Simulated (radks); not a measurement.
Values are calculated unless marked as measured or tabulated.
Trend from K4+ to Kr4+: ionisation energy by Delta-SCF between NIST ground configurations, and size. Level of theory: scalar-relativistic Kohn-Sham, SCAN, spin-unpolarised, spherical densities, finite nucleus; meta-GGA in the generalised Kohn-Sham scheme; Fermi nuclear charge, rms radius of each element as measured or else 0.836 A^(1/3) + 0.57 fm (a radial shooting solver on a logarithmic mesh with Libxc functionals).

species,configuration,configuration of the ion,IE (eV),NIST (eV),kind,-e(HOMO) (eV),outermost,<r> outermost (bohr),r at 0.001 e/bohr^3 (bohr)
K4+,[Ne] 3s2 3p3,[Ne] 3s2 3p2,80.369,82.7,semi-emp.,71.727 (3p),3p,1.24,2.72
Ca4+,[Ne] 3s2 3p4,[Ne] 3s2 3p3,87.100,84.3,semi-emp.,77.904 (3p),3p,1.16,2.65
Sc4+,[Ne] 3s2 3p5,[Ne] 3s2 3p4,93.822,91.95,semi-emp.,84.111 (3p),3p,1.09,2.58
Ti4+,[Ar],[Ne] 3s2 3p5,100.60,99.30,exp.,90.362 (3p),3p,1.03,2.51
V4+,[Ar] 3d1,[Ar],64.462,65.282,exp.,54.478 (3d),3d,1.08,2.53
Cr4+,[Ar] 3d2,[Ar] 3d1,67.744,69.46,semi-emp.,57.459 (3d),3d,1.02,2.53
Mn4+,[Ar] 3d3,[Ar] 3d2,70.980,72.4,semi-emp.,60.341 (3d),3d,0.967,2.52
Fe4+,[Ar] 3d4,[Ar] 3d3,74.125,75.0,semi-emp.,63.139 (3d),3d,0.920,2.50
Co4+,[Ar] 3d5,[Ar] 3d4,77.187,79.5,semi-emp.,65.862 (3d),3d,0.877,2.48
Ni4+,[Ar] 3d6,[Ar] 3d5,80.181,76.1,semi-emp.,68.517 (3d),3d,0.838,2.45
Cu4+,[Ar] 3d7,[Ar] 3d6,83.107,80,semi-emp.,71.112 (3d),3d,0.803,2.42
Zn4+,[Ar] 3d8,[Ar] 3d7,85.995,83,semi-emp.,73.652 (3d),3d,0.771,2.39
Ga4+,[Ar] 3d9,[Ar] 3d8,88.788,86.0,semi-emp.,76.143 (3d),3d,0.741,2.36
Ge4+,[Ar] 3d10,[Ar] 3d9,91.552,90.50,exp.,78.587 (3d),3d,0.714,2.34
As4+,[Ar] 3d10 4s1,[Ar] 3d10,62.654,62.8,exp.,56.808 (4s),4s,1.68,2.84
Kr4+,[Ar] 3d10 4s2 4p2,[Ar] 3d10 4s2 4p1,63.371,64.7,semi-emp.,56.632 (4p),4p,1.59,3.05

Reference values: NIST Atomic Spectra Database (exp. = measured, semi-emp. = semi-empirical, theory = theoretical value adopted there). Spin polarisation and multiplet splitting are left out, so open shells lie too high by an amount that depends on their filling.

Beside tabulated values, note that spin-unpolarised runs miss the spin-polarisation part of the exchange energy of open shells.
